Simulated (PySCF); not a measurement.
A structure optimised at B3LYP-D3(BJ)/def2-SVP, used in a PySCF frequency run:

```xyz
12

C      2.7478     0.2535     0.0000
O      1.5858     1.0596     0.0000
Sn    -0.2188     0.2514     0.0000
C     -1.7007     1.7953     0.0000
Cl    -0.3374    -1.1649    -1.8896
Cl    -0.3374    -1.1649     1.8896
H      2.8095    -0.3927     0.8956
H      2.8095    -0.3927    -0.8956
H      3.6251     0.9214     0.0000
H     -2.3150     1.6889    -0.9032
H     -1.1711     2.7573     0.0000
H     -2.3150     1.6889     0.9032
```

Q: Write its SMILES, formula and point group.

A: C[O][Sn]([CH3])([Cl])[Cl], C2H6Cl2OSn, Cs

Q: What are its rotational constants (standard atomic weights)?

A: 1.2759, 1.1752, 1.0553 GHz
